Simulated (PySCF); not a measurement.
BClBr2, SMILES ClB(Br)Br.

Geometry optimised at PBE0-D3(BJ)/def2-SVP.

Two levels are set side by side: PBE/def2-TZVPD (PySCF) and r2SCAN/def2-TZVPD (PySCF). Same geometry, gas phase. Differences are taken from unrounded values.

```json
[
 {"quantity": "orbital gap (eV)", "PBE": "4.27"},
 {"quantity": "highest occupied level (eV)", "PBE": "-7.18"},
 {"quantity": "lowest empty level (eV)", "PBE": "-2.91"},
 {"quantity": "mean polarisability (bohr³)", "PBE": "74.2"}
]
```

Task: These are the PBE values. What does r2SCAN give? (An estimate is asked for; the answer gives what the named calculation found.)

Result: 
```csv
quantity,r2SCAN,PBE minus r2SCAN
orbital gap (eV),4.85,-0.58
highest occupied level (eV),-7.50,0.32
lowest empty level (eV),-2.65,-0.26
mean polarisability (bohr³),71.3,2.9
```

Rough cost on one machine, each run with all the roots and properties that it gave: r2SCAN against PBE about 4 times.
